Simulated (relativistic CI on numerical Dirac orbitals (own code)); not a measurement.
# Radial parameters of Ru XXXVIII

Method of calculation: Dirac-Coulomb-Breit CI, orbitals from a KLI potential per configuration, model QED, unscaled Slater integrals (own radial code, finite nucleus).

Slater integrals F^k, G^k are unscaled and averaged over j, outside the closed core 1s2; ζ comes from projecting the Hamiltonian with its Breit term on Σ l·s of the shell.

- 2s2.2p3: F^2(2p,2p) = 793240, ζ(2p) = 759820 cm⁻¹; <r>(2p) = 0.12, <r^2>(2p) = 0.01744 (bohr units).
- 2s.2p4: F^2(2p,2p) = 791770, G^1(2s,2p) = 843100, ζ(2p) = 755790 cm⁻¹; <r>(2s) = 0.1392, <r^2>(2s) = 0.02276, <r>(2p) = 0.1202, <r^2>(2p) = 0.0175 (bohr units).
- 2p5: ζ(2p) = 751860 cm⁻¹; <r>(2p) = 0.1205, <r^2>(2p) = 0.01759 (bohr units).

Averages of the first 10 configurations, taken without configuration mixing, which lowers the lowest level and can move excited configurations by several eV; other configurations of the list can lie among them:

```
Configuration  Parity  States  Average energy above the lowest level (eV)
      2s2.2p3     odd      20                                       142.3
       2s.2p4    even      30                                       414.7
          2p5     odd       6                                       721.2
       2p4.3s    even      30                                      3663.4
       2p4.3p     odd      90                                      3740.0
       2p4.3d    even     150                                      3816.4
   2s2.2p2.3s    even      30                                      3129.4
   2s2.2p2.3p     odd      90                                      3211.3
   2s2.2p2.3d    even     150                                      3288.1
    2s.2p3.3s     odd      80                                      3379.2
```
